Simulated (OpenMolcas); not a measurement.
A calculation on Nd V.

```yaml
Program: OpenMolcas 26.06
Method: "SS-CASPT2, IPEA 0.25 Eh, imaginary shift 0.1 Eh (closed shells correlated: 5s 5p)"
Basis: ANO-RCC-VQZP [9s8p6d4f3g2h]
Scalar_Hamiltonian: DKH2, point nucleus
Active_space: 2 electrons in 14 orbitals (4f 5f)
State_averaging: 2S+1 = 3 even, 18 roots; 2S+1 = 1 even, 27 roots
Spin-orbit_coupling: RASSI with atomic mean-field integrals over the reference wave functions, term energies averaged over their components
```

(1) Which level of the active space comes out lowest?

(2) How high does 4f2 3H6 lie?

(3) How high does 4f2 3F2 lie?

(4) How high does 4f2 3F3 lie?

(5) The level at 12800 cm-1 has J = 4. What is it made of, and what is its g factor?

Measured values: the list in Carvajal Gallego et al., Mon. Not. R. Astron. Soc. 518, 332 (2023).

Answers

(1) 4f2 3H4, with 97 % of that term; it is also the measured ground level.

(2) 6120 cm-1 above the lowest level; measured 5743 cm-1 above the ground level, so the calculation is off by +7 %.

(3) 6350 cm-1 above the lowest level; measured 5894 cm-1 above the ground level, so the calculation is off by +8 %.

(4) 8320 cm-1 above the lowest level; measured 7785 cm-1 above the ground level, so the calculation is off by +7 %.

(5) 57 % 4f2 1G4, 41 % 4f2 3F; g = 1.101, against 1.000 from Landé's formula for the pure leading term.

Term energies are means over components that CASPT2 splits; among the terms shown or strongly mixed into the levels shown the widest spread is 340 cm-1 (4f2 1G). Active for correlation alone: 5f; no level in the range computed is led by a configuration that fills it, so any true level of that kind is missing. Computed and measured levels are paired by configuration, term and J; levels that our copy of the source lacks, or whose pairing is in doubt (as where it misses far off the trend of its configuration), stay unpaired and out of the deviations. Levels of configurations outside the active space are missing.
